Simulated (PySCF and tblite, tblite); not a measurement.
One step of a conformer study of C₆H₇NS, numbered as in [CH3:1][S:2]/[CH:3]=[CH:4]/[CH:5]=[CH:6]/[C:7]#[N:8]: GFN2-xTB geometry optimisation, gas phase in tblite 0.8.0; conformer with 180°, 180°.

Torsions listed: C1–S2–C3–C4, C3–C4–C5–C6.

Input:

```
{"job": {"xc": "GFN2-xTB", "basis": "xTB", "kind": "relax"}, "charge": 0, "multiplicity": 1}
C     -3.489300     0.441100     0.162600
S     -2.290500    -0.459100    -0.833600
C     -0.807900     0.019200    -0.041700
C      0.369900    -0.423500    -0.478700
C      1.623000    -0.055900     0.154200
C      2.807100    -0.509200    -0.281700
C      4.030400    -0.120100     0.340500
N      5.028900     0.196500     0.857800
H     -4.496900     0.231600    -0.214100
H     -3.321900     1.519400     0.101100
H     -3.452000     0.131300     1.209200
H     -0.884100     0.702400     0.799400
H      0.409200    -1.113600    -1.306800
H      1.583500     0.629400     0.991000
H      2.886100    -1.181500    -1.116800
```

Launched as:

```sh
OMP_NUM_THREADS=1 python ens_run.py task.json out
```

Output (atoms count from 0 there):

```
step      E/eV     max force
  0    -611.87792    2.419
  1    -611.83776    5.807
  2    -611.93375    0.695
  3    -611.94290    0.434
  4    -611.94744    0.143
  5    -611.95043    0.138
  6    -611.95161    0.094
  7    -611.95236    0.067
  8    -611.95296    0.065
  9    -611.95339    0.052
 10    -611.95364    0.046
 11    -611.95380    0.034
 12    -611.95380    0.034
 13    -611.95386    0.046
 14    -611.95394    0.063
 15    -611.95401    0.041
 16    -611.95406    0.038
 17    -611.95426    0.033
 18    -611.95436    0.033
 19    -611.95446    0.028
 20    -611.95455    0.028
 21    -611.95468    0.031
 22    -611.95481    0.045
 23    -611.95491    0.036
 24    -611.95497    0.018
 25    -611.95503    0.023
 26    -611.95509    0.024
 27    -611.95516    0.029
 28    -611.95522    0.020
 29    -611.95527    0.020
 30    -611.95534    0.023
 31    -611.95542    0.029
 32    -611.95549    0.024
 33    -611.95554    0.015
 34    -611.95557    0.013
 35    -611.95560    0.017
 36    -611.95564    0.023
 37    -611.95570    0.019
 38    -611.95576    0.016
 39    -611.95582    0.016
 40    -611.95588    0.021
 41    -611.95594    0.018
 42    -611.95598    0.016
 43    -611.95600    0.013
 44    -611.95601    0.012
 45    -611.95603    0.013
 46    -611.95605    0.009
 47    -611.95606    0.009
 48    -611.95607    0.011
 49    -611.95609    0.016
 50    -611.95611    0.017
 51    -611.95613    0.010
 52    -611.95614    0.007
 53    -611.95614    0.006
 54    -611.95615    0.006
 55    -611.95615    0.005
 56    -611.95615    0.003
```
